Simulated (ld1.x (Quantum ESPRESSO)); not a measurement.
# An all-electron radial function and its pseudo partner (Al (Z = 13))

Columns: radius, all-electron u(r) and pseudo u(r) of the 3s shell (level -7.73 eV) of aluminium in the configuration [Ne] 3s2 3p1; PBE, non-relativistic, RRKJ scheme, ld1.x (Quantum ESPRESSO) 7.5.

| r (bohr) | all-electron | pseudo |
| --- | --- | --- |
| 0.110 | 0.1035 | 0.0241 |
| 0.220 | -0.1168 | 0.0489 |
| 0.330 | -0.2621 | 0.0752 |
| 0.440 | -0.2941 | 0.1037 |
| 0.550 | -0.2449 | 0.1353 |
| 0.660 | -0.1498 | 0.1708 |
| 0.770 | -0.0346 | 0.2107 |
| 0.880 | 0.0844 | 0.2554 |
| 0.990 | 0.1977 | 0.3048 |
| 1.100 | 0.3002 | 0.3582 |
| 1.210 | 0.3893 | 0.4140 |
| 1.320 | 0.4644 | 0.4700 |
| 1.430 | 0.5261 | 0.5232 |
| 1.540 | 0.5755 | 0.5707 |
| 1.650 | 0.6138 | 0.6101 |
| 1.760 | 0.6418 | 0.6399 |
| 1.870 | 0.6606 | 0.6600 |
| 1.980 | 0.6711 | 0.6710 |
| 2.090 | 0.6745 | 0.6745 |
| 2.200 | 0.6716 | 0.6716 |
| 2.310 | 0.6636 | 0.6636 |
| 2.420 | 0.6513 | 0.6513 |
| 2.530 | 0.6354 | 0.6354 |
| 2.640 | 0.6168 | 0.6168 |
| 2.750 | 0.5960 | 0.5960 |
| 2.860 | 0.5737 | 0.5737 |

Question: How many radial nodes do the two functions have?

Answer: The all-electron 3s function has n − l − 1 = 2; the pseudo-wave has 0, since the states of the same l below it are removed with the core.

Question: At about which radius was the pseudo-wave matched?

Answer: 2.20 bohr. The columns agree to 0.0005 from 1.98 bohr on; several derivatives are matched, so the curves merge somewhat inside the radius.

Question: Is the pseudo-wave norm-conserving?

Answer: Yes: the RRKJ scheme keeps the norm inside the radius equal to the all-electron one, which fixes the energy derivative of the logarithmic derivative at the level.
